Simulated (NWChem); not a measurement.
System: arsine (AsH₃); SMILES [AsH3]

Results from NWChem. Pople sets run with spherical d functions. All runs use the structure optimised with PBE0-D3(BJ)/def2-TZVP. Level B3LYP/6-31G*: single points from the atomic guess with DIIS by default; each run changes one setting, and all converged runs end within 0.3 mHa of each other. cgmin counts macro-iterations, each dearer than a DIIS step. NWChem's automatic level shift, which a small gap switches on, acted in some of these runs.

Question: Which setting needs the most SCF iterations, or fails (defaults; quadratically convergent solver (cgmin); DIIS on 20 Fock matrices; no DIIS, 40 % damping; core-Hamiltonian guess)?

Answer: core-Hamiltonian guess, with 19 against 6 for the defaults.
```tsv
setting	SCF iterations
defaults	6
core-Hamiltonian guess	19
no DIIS, 40 % damping	12
quadratically convergent solver (cgmin)	4
DIIS on 20 Fock matrices	6
```
